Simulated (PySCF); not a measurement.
Si(CCH)(Cl)2(OMe) (C3H4Cl2OSi), SMILES [Si](Cl)(Cl)(C#C)OC. Atoms are numbered in the order given.

```xyz
11

C      2.4412    -1.7011     0.4451
C      1.4836    -0.9663     0.2936
Si     0.0265     0.1002     0.0829
Cl     0.3561     1.9262     0.9468
Cl    -0.3189     0.3325    -1.9394
O     -1.2961    -0.5407     0.8062
C     -1.8860    -1.7915     0.4975
H      3.2916    -2.3455     0.5785
H     -2.2154    -1.8269    -0.5551
H     -2.7624    -1.9253     1.1476
H     -1.1816    -2.6224     0.6764
```
Charge 0, spin multiplicity 1.

Coordinates come from a B3LYP-D3(BJ)/def2-SVP optimisation. Other conformers were not sampled.

The numbers are results of KT2/pcSseg-1 (PySCF), not measurements.

GIAO shieldings, no solvent; atoms alike by connectivity are averaged. δ = σ(ref) − σ: ¹³C against TMS (σ = 185.1 ppm); ²⁹Si against TMS (σ = 361.9 ppm); ³⁵Cl against HCl (σ = 945.4 ppm); ¹⁷O against H2O (σ = 330.4 ppm); ¹H against TMS (σ = 31.47 ppm), references at their B3LYP-D3(BJ)/def2-TZVP geometries, non-relativistic (without spin–orbit terms, shifts of atoms bonded to Cl or Br come out too high).

Computed chemical shifts:
| nucleus | atoms | count | δ (ppm) |
|---|---|---|---|
| ¹³C | C1 | 1 | 94.1 |
| ¹³C | C2 | 1 | 77.0 |
| ¹³C | C7 | 1 | 56.4 |
| ²⁹Si | Si3 | 1 | -30.6 |
| ³⁵Cl | Cl4, Cl5 | 2 | 138.2 |
| ¹⁷O | O6 | 1 | 80.0 |
| ¹H | H9, H10, H11 | 3 | 4.13 |
| ¹H | H8 | 1 | 3.00 |
